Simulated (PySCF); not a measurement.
Al(Cl)(OH)(NH2) (AlClH3NO), SMILES [NH2][Al]([Cl])[OH].

The structure is a stationary point at PBE0-D3(BJ)/def2-SVP. The values are those of a single conformer.

These are IEF-PCM-B3LYP/def2-SVP in PySCF 2.14.0 values and carry that method's errors.

The values are the electrostatic part of the solvation free energy, E(continuum) − E(gas) at the gas-phase geometry, in a cavity of scaled van der Waals radii (PySCF's table); cavitation and dispersion terms are not included. A continuum can't describe solvent molecules that bind to the metal. In vacuum the orbital gap is 6.75 eV. The dipole moment in vacuum is 3.55 D.

```csv
solvent,ε,ΔG(elec) (kcal/mol),dipole (D),gap (eV)
water,78.36,?,?,?
2-propanol,19.26,-7.3,4.25,6.73
toluene,2.37,-3.6,3.90,6.74
```

Q: Some entries are withheld; supply them. (Estimate from the structure and the level; the computed values follow.)

A: 
- water, ΔG(elec) (kcal/mol): -7.8
- water, dipole (D): 4.29
- water, gap (eV): 6.72
